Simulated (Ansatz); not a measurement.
CH4FNOSn. Charge 0, multiplicity 1. Sn: def2 effective core potential. The bonds changed during the relaxation, so this is another structure than the one it started from.

| atom | x (Å) | y (Å) | z (Å) |
| --- | --- | --- | --- |
| N1 | -1.2219 | -0.7050 | 1.4443 |
| Sn2 | -0.5943 | -1.6522 | -0.2193 |
| F3 | 1.2987 | -1.2614 | 0.2205 |
| C4 | 0.8423 | 1.1287 | -1.3112 |
| O5 | -0.2157 | 0.5747 | -1.4828 |
| H6 | -2.1779 | -0.6441 | 1.7555 |
| H7 | -0.5916 | -0.2188 | 2.0639 |
| H8 | 1.0417 | 2.0988 | -1.7974 |
| H9 | 1.6187 | 0.6793 | -0.6736 |

**Question.** What are the harmonic wavenumbers in cm⁻¹ at PBE0-D4/def2-TZVP (Ansatz, finite differences of forces, unscaled)? (Best estimate.)

**Answer.** Ansatz gave: 55, 108, 136, 166, 189, 210, 246, 291, 381, 523, 604, 632, 1235, 1278, 1508, 1531, 1800, 2962, 3073, 3579, 3699.

**Question.** Is this a minimum?

**Answer.** Yes, all 21 modes are real.

**Question.** Give the ideal-gas thermochemistry at 298.15 K and 1 bar (rigid rotor, harmonic oscillator; point group C1, symmetry number 1).

**Answer.** Zero-point energy 144.8 kJ/mol; H(298) − E = 169.8 kJ/mol; entropy 387.2 J/(mol·K), of which translation 173.9, rotation 115.7, vibration 97.7; G(298) − E = 54.3 kJ/mol. Modes under 100 cm⁻¹ are hindered rotations or soft bends, so the harmonic entropy is rough.
